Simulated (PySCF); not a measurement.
Gas-phase equilibrium of 1 mol NO, 16 mol O2 at 600 K and 1.00 bar, among 8 species (O2, N2, O, NO, O3, N, N2O, NO2). Only gases are allowed; each row takes one source of thermochemistry for all species, and Cantera finds the minimum.

Method: PySCF energies plus ideal-gas RRHO corrections (1 bar). The comparison is the NASA 1993 polynomial table, which mixes measured and estimated data. † marks an energy on the PBE0/def2-TZVP geometry and frequencies; other levels use their own. CCSD(T) freezes the core. Open shells (unrestricted) among the columns below: O2 (multiplicity 3), NO2 (multiplicity 2); the rest are closed-shell singlets. CCSD(T) isn't extrapolated to the basis-set limit. The harmonic model lacks anharmonicity and excited electronic states, which grow with temperature; levels with a mode under 35 cm⁻¹ are left out.

Molecules larger than those listed are left out. Table species left out: NO3.

With table thermochemistry: O2 0.97, N2 0.029, NO2 1.1e-7.

Problem. How far does the composition move with the other sources (CCSD(T)/def2-SVP†, M06-2X/def2-TZVP†, PBE0/def2-QZVP†, PBE0/def2-TZVP, r2SCAN/def2-TZVP†, ωB97X-V/def2-TZVP†)?

Solution. 
```tsv
thermochemistry	x O2	x N2	x NO2
table	0.97	0.029	1.1e-7
CCSD(T)/def2-SVP†	0.97	0.029	6.1e-9
M06-2X/def2-TZVP†	0.97	0.029	4.5e-9
PBE0/def2-QZVP†	0.97	0.029	3.9e-6
PBE0/def2-TZVP	0.97	0.029	3.2e-6
r2SCAN/def2-TZVP†	0.97	0.029	1.7e-5
ωB97X-V/def2-TZVP†	0.97	0.029	4.4e-8
```
The most sensitive of these is NO2: it spans a factor of 10^3.6 over these rows; at this temperature one factor of ten is RT ln 10 = 11 kJ/mol.
